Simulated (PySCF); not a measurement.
Compound: C2H11NOSi2.
Cartesian coordinates in Å at the PBE0-D3(BJ)/def2-SVP level; atoms count from 1:
```xyz
17
C2H11NOSi2 angstrom
C     -2.973   -0.603    0.058
C     -2.169    0.660   -0.168
O     -0.859    0.559    0.339
Si     0.425   -0.168   -0.443
Si     2.342    0.341    0.797
N      3.700   -0.266   -0.107
H     -4.009   -0.472   -0.293
H     -2.538   -1.458   -0.483
H     -3.000   -0.855    1.129
H     -2.650    1.509    0.345
H     -2.149    0.910   -1.248
H      0.241   -1.653   -0.563
H      0.526    0.360   -1.848
H      2.346    1.815    1.101
H      2.327   -0.369    2.113
H      4.603   -0.331    0.350
H      3.819    0.036   -1.068
```

Linear response at CAM-B3LYP/def2-SVPD (PySCF, frozen core in the response, non-relativistic).

Static isotropic polarisability: 94.31 au (13.98 Å³), principal values 83.3, 87.0, 112.6 au.

Q: What is the polarisability at 1064 nm and at the sodium D line?

A: 95.21 au at 1064 nm (+0.9 %), 97.31 au at 589.3 nm (+3.2 %). The rise at 589.3 nm is 3.36 times that at 1064 nm; a pure ω² law gives 3.26. The lowest singlet lies at 214 nm, shorter than both wavelengths.

Q: What is the isotropic C6 coefficient between two such molecules, C6 = (3/π)∫α(iω)² dω?

A: 3333 au (Eh·bohr⁶) by a ten-point quadrature over imaginary frequencies, which is 1990 eV·Å⁶ or 192 J·nm⁶/mol.

Q: Which effective excitation energy ω̄ makes London's formula C6 = (3/4)α²ω̄ exact here?

A: ω̄ = 4·C6/(3α²) = 0.500 Eh = 13.6 eV. A one-pole form α(ω) = α/(1 − ω²/ω̄²) fitted to the 1064 nm value gives 12.0 eV. London's choice of the ionisation energy (9.42 eV, ΔSCF at the same level) gives C6 = 2310 au, 31 % too low.

Q: The lowest 10 singlets have (eV, f): 5.80, 0.007; 6.61, 0.026; 6.90, 0.013; 7.08, 0.025; 7.39, 0.018; 7.62, 0.129; 7.73, 0.006; 7.84, 0.030; 7.90, 0.053; 7.97, 0.007. What share of the static polarisability do they carry in the sum over states α = Σ f/ω²?

A: 4.19 au, 4.4 % of α; the largest term, 1.64 au, is that of the state at 7.62 eV. Their oscillator strengths add up to 0.31. Higher states carry the rest.

Q: What three-body coefficient follows from the one-pole estimate C9 = (3/4)·α·C6?

A: 236000 au. This is an estimate from the two numbers above, not a computed integral.

Q: How many electrons N does the Slater–Kirkwood formula C6 = (3/4)·√N·α^(3/2) need to give this C6?

A: N = (4·C6/3)²/α³ = 23.5; the species has 66 electrons in all.

Q: What n − 1 at the D line would an ideal gas of it have at 273.15 K and 1 atm (2.6868 × 10¹⁹ cm⁻³), by n − 1 = 2π·N·α′?

A: 24.34 × 10⁻⁴, a formal value whether or not that pressure can be reached.

Q: What molar refraction at the D line follows from R = (4π/3)·N_A·α′, with α′ the polarisability volume?

A: α′ = 14.42 Å³ gives R = 36.38 cm³/mol, for isolated, non-vibrating species.

Q: How anisotropic is the static polarisability, by Δα² = ½[(α1 − α2)² + (α2 − α3)² + (α3 − α1)²]?

A: Δα = 27.6 au, or 0.29 of the isotropic value.

One conformer stands for the species.
